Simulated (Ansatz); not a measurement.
Consider the cleavage of the Si–Si bond: `N[SiH]([SiH3])S` + PH₃ → `[SiH3]P` + `N[SiH2]S`.

Isolated molecules relaxed with PBE0-D4/def2-TZVP in Ansatz; ΔE leaves out vibrations. CCSD(T)/CBS is the MP2 limit (def2-TZVPP, def2-QZVPP) plus CCSD(T) − MP2 in def2-TZVPP, frozen cores. This one scheme is used for every species. Functionals use def2-TZVPP. B3LYP here is the variant with VWN-RPA as its local correlation; programs differ in this. HSE06 is defined as in plane-wave codes. One conformer a species, not always the lowest.

| level | ΔE (kcal/mol) | difference from CCSD(T)/CBS |
| --- | --- | --- |
| LDA (SPW92) | -3.5 | 1.5 |
| PBE-D4 | -3.3 | 1.7 |
| revPBE-D4 | -3.4 | 1.6 |
| BLYP-D4 | -3.5 | 1.5 |
| r2SCAN-D4 | -4.7 | 0.3 |
| B97M-V | -4.6 | 0.4 |
| PBE0-D4 | -4.0 | 1.0 |
| B3LYP-D4 | -4.0 | 1.0 |
| r2SCANh-D4 | -4.8 | 0.2 |
| r2SCAN0-D4 | -5.0 | 0.0 |
| HSE06-D4 | -4.0 | 1.0 |
| BHLYP-D4 | -4.5 | 0.5 |
| CAM-B3LYP-D4 | -4.4 | 0.6 |
| ωB97X-V | -4.6 | 0.4 |
| ωB97M-V | -5.3 | -0.3 |
| B2PLYP | -5.4 | -0.4 |
| PBE-QIDH | -5.3 | -0.3 |
| revPBE | -4.3 | 0.7 |
| BLYP | -4.8 | 0.2 |
| r2SCAN | -4.9 | 0.1 |
| PBE0 | -4.7 | 0.3 |
| r2SCAN0 | -5.4 | -0.4 |
| HSE06 | -4.7 | 0.3 |
| BHLYP | -5.8 | -0.8 |
| CAM-B3LYP | -5.3 | -0.3 |
| LC-ωPBE | -5.1 | -0.1 |
| RPA@PBE/def2-TZVPP | -4.3 | 0.7 |
| HF/def2-SVP | -5.9 | -0.9 |
| MP2/def2-SVP | -4.8 | 0.2 |
| CCSD/def2-SVP | -4.0 | 1.0 |
| HF/def2-TZVPP | -6.5 | -1.5 |
| MP2/def2-TZVPP | -5.8 | -0.8 |
| SCS-MP2/def2-TZVPP | -5.7 | -0.7 |
| CCSD/def2-TZVPP | -4.8 | 0.2 |
| CCSD(T)/def2-TZVPP | -4.6 | 0.4 |
| HF/def2-QZVPP | -6.6 | -1.6 |
| MP2/def2-QZVPP | -6.0 | -1.0 |
| SCS-MP2/def2-QZVPP | -6.0 | -1.0 |
| MP2/CBS(def2) | -6.2 | -1.2 |
| CCSD/CBS(def2) | -5.2 | -0.2 |
| CCSD(T)/CBS | -5.0 | 0 |

Question: What do rigid-rotor, harmonic-oscillator terms from PBE0-D4/def2-TZVP frequencies (298.15 K, 1 bar) make of the CCSD(T)/CBS value? (Estimate.)

Answer: The calculation gave: ΔZPE = +0.7 kcal/mol, ΔH = -4.9 kcal/mol, ΔS = 9 J/(mol·K), ΔG = -5.5 kcal/mol.

Largest T1 diagnostic among the species: 0.013.

From BLYP to BHLYP (50 % exact exchange), in def2-TZVPP and without D4, ΔE moves by −1.0 kcal/mol. The D4 term adds +1.2 kcal/mol with B3LYP and +0.7 kcal/mol with PBE0; it sums over pairs of atoms, weighted by their polarisabilities, and B3LYP, whose exchange is more repulsive, gets the larger term. Leaving LDA and LC-ωPBE aside and taking each functional with its dispersion term where it has one, the values spread over 2.1 kcal/mol, from B2PLYP to PBE-D4.
